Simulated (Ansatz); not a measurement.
Gas-phase electronic energies from Ansatz, PBE0-D4/def2-TZVP geometries. CCSD(T)/CBS is the MP2 limit (def2-TZVPP, def2-QZVPP) plus CCSD(T) − MP2 in def2-TZVPP, frozen cores. DFT in def2-TZVPP. B3LYP here is the variant with VWN-RPA as its local correlation; programs differ in this. def2 core potentials past Kr. For Sn outer-core shells are correlated without core-valence functions, which leaves a few kJ/mol of doubt a bond. One conformer a species, not always the lowest.

Reaction (formal exchange of groups at the Sn–S bond): `[SH][Sn][SH]` + `OCCCCl` → `[SH][Sn][Cl]` + `OCCCS`

`[SH][Sn][SH]`:

```xyz
5

S    -0.846   -0.341    1.141
Sn    1.353   -0.341    0.104
S     0.603    0.757   -1.933
H    -0.423   -0.947    2.263
H    -0.687    0.872   -1.575
```

`OCCCCl`:

```xyz
12

O     1.920   -1.048   -0.198
C     0.761   -0.343   -0.593
C    -0.034   -0.038    0.655
C    -1.257    0.809    0.404
Cl   -2.470   -0.026   -0.615
H     2.385   -1.339   -0.986
H     1.025    0.597   -1.100
H     0.151   -0.935   -1.286
H     0.611    0.508    1.353
H    -0.318   -0.973    1.144
H    -1.009    1.735   -0.115
H    -1.764    1.055    1.336
```

`[SH][Sn][Cl]`:

Cartesian coordinates in Å:
```
S -1.064 0.760 -0.862
Sn 1.208 -0.094 -0.864
Cl 1.161 -0.995 1.338
H -1.304 0.328 0.388
```

`OCCCS`:

Cartesian coordinates in Å:
```
O 2.173 -1.221 0.205
C 0.886 -0.844 0.640
C 0.215 0.149 -0.293
C -1.200 0.476 0.143
S -2.016 1.740 -0.864
H 2.721 -0.434 0.165
H 0.305 -1.770 0.685
H 0.917 -0.434 1.661
H 0.801 1.074 -0.336
H 0.209 -0.269 -1.305
H -1.822 -0.422 0.168
H -1.205 0.894 1.154
H -1.984 1.063 -2.024
```

Task: Is it downhill or uphill in electronic energy at CCSD(T)/CBS, and by how much? (Estimate.)

Result: Computed: Downhill: ΔE = -9.1 kcal/mol.

Task: What do these levels give: PBE0-D4, B3LYP-D4, PBE0, MP2/def2-TZVPP, HF/def2-QZVPP, SCS-MP2/def2-QZVPP? (Best estimate.)

Result: Ansatz gave: PBE0-D4 -8.9, B3LYP-D4 -9.3, PBE0 -9.1, MP2/def2-TZVPP -9.0, HF/def2-QZVPP -10.8, SCS-MP2/def2-QZVPP -9.6 kcal/mol.

Largest T1 diagnostic among the species: 0.016.

In def2-TZVPP, CCSD(T) changes the Hartree–Fock value by +1.8 kcal/mol (the triples alone add +0.4 kcal/mol) and MP2 by +1.6 kcal/mol.
